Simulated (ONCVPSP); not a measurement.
**Configuration tests for Tc (Z = 43) (ONCV)**

ONCVPSP 4.0.1 input, shortened (lines: element, Z, core and valence counts, functional; n l f; lmax; l rc ep ncon nbas qcut; lloc lpopt rc5 dvloc0; l nproj debl; icmod fcfact rcfact), Wu-Cohen, scalar-relativistic:

```
  Tc 43.00    6    5  -118130      upf
    1    0    2.00
    2    0    2.00
    2    1    6.00
    3    0    2.00
    3    1    6.00
    3    2   10.00
    4    0    2.00
    4    1    6.00
    4    2    5.00
    5    0    1.75
    5    1    0.25
    2
    0    1.70    0.00    4    8    9.20
    1    2.30    0.00    4    8    6.60
    2    1.85    0.00    3    8    7.20
    4    5    1.35    3.00
    0    2    2.80
    1    3    1.80
    2    1    0.50
    3    4.25    1.10
```

Energies are relative to the spin-unpolarised reference configuration 4s2 4p6 4d5 5s1.75 5p0.25; without spin polarisation the order of configurations can differ from experiment.

```csv
valence configuration,charge,ΔE all-electron (eV),error AE − PS (meV)
4s2 4p6 4d5 5s0 5p0,+2,22.096,-4.5
4s2 4p6 4d5 5s1 5p1,0,2.898,-0.4
```

**Question.** What are ΔE and the potential's error for 4s2 4p6 4d5 5s2 5p0?

**Answer.** ΔE = -0.939 eV all-electron; the error (AE − PS) is +0.1 meV.

**Question.** What are ΔE and the potential's error for 4s2 4p6 4d5 5s1 5p0?

**Answer.** ΔE = 7.269 eV all-electron; the error (AE − PS) is -1.3 meV.

Levels in the configuration 4s2 4p6 4d5 5s1 5p0:

| level | all-electron (eV) | pseudo (eV) |
| --- | --- | --- |
| 4s | -80.939 | -80.951 |
| 4p | -52.918 | -52.925 |
| 4d | -14.121 | -14.122 |
| 5s | -11.435 | -11.435 |
